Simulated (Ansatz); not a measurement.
Si2B2, relaxed as a triplet with UKS B3LYP-D4/def2-TZVP in Ansatz, starting from the B3LYP-D4/def2-TZVP geometry of the neutral singlet. Force threshold 0.02 eV/Å.

At B3LYP-D4/def2-TZVP a singlet of charge 0 lies 0.35 eV below the triplet, each at its own geometry. The structure comes from a short search, and lower isomers may exist.

Start:

Cartesian coordinates in Å:
```
B -0.643 -0.469 0.142
B 0.643 0.469 -0.142
Si 0.670 -1.276 -1.016
Si -0.670 1.276 1.016
```

```tsv
step	energy (eV)	largest force component (eV/Å)	SCF passes
1	-17104.0666	0.750	64
2	-17104.1198	0.275	27
3	-17104.1289	0.044	25
4	-17104.1289	0.008	17
```

Force components are those of the run's own axes.

End:

```csv
atom,x (Å),y (Å),z (Å)
B1,-0.632,-0.450,0.145
B2,0.632,0.450,-0.145
Si3,0.691,-1.307,-1.044
Si4,-0.692,1.307,1.044
```

By distances, no bond broke or formed. The bond that changes most is B2–Si4, from 1.93 to 1.97 Å (atoms count from 1).

No frequencies were taken in this run, so the end may be a saddle point.

Run time 6.5 s (4 threads of Arm Neoverse V2 on a shared host).
